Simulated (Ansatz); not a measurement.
Reaction (formal exchange of groups at the Si–Si bond): `O[SiH]([SiH3])[AlH][Cl]` + `B[Se]C` → `C[Se]B[SiH3]` + `O[SiH2][AlH][Cl]`

Program: Ansatz. Geometries: PBE0-D4/def2-TZVP. ΔE: electronic, gas phase. CCSD(T)/CBS adds triple-zeta CCSD(T) − MP2 to the extrapolated MP2 energy (def2 sets, frozen cores). DFT in def2-TZVPP. For Se outer-core shells are correlated without core-valence functions, which leaves a few kJ/mol of doubt a bond. Scalar relativity is left out up to krypton. Each species was taken in one conformer, which may not be the lowest.

```json
{"level": "r2SCAN-D4", "ΔE (eV)": "0.13"}
{"level": "ωB97M-V", "ΔE (eV)": "0.11"}
{"level": "CAM-B3LYP", "ΔE (eV)": "0.10"}
{"level": "MP2/def2-QZVPP", "ΔE (eV)": "0.09"}
```

Question: What does CCSD(T)/CBS give? (Estimate.)

Answer: Computed: +0.10 eV. The listed levels differ from it by 0.03, 0.01, 0.00, -0.01 eV.

Question: What do rigid-rotor, harmonic-oscillator terms from PBE0-D4/def2-TZVP frequencies (298.15 K, 1 bar) make of the CCSD(T)/CBS value? (Best estimate.)

Answer: The calculation gave: ΔZPE = -0.02 eV, ΔH = +0.08 eV, ΔS = 5 J/(mol·K), ΔG = +0.07 eV. Modes under 50 cm⁻¹ make the entropy rough.

Largest T1 diagnostic among the species: 0.014.

At CCSD(T), def2-SVP lies −0.04 eV from the extrapolated value and def2-TZVPP −0.01 eV. Leaving LDA and LC-ωPBE aside and taking each functional with its dispersion term where it has one, the values, not all of them listed here, spread over 0.04 eV, from B2PLYP to PBE-D4.
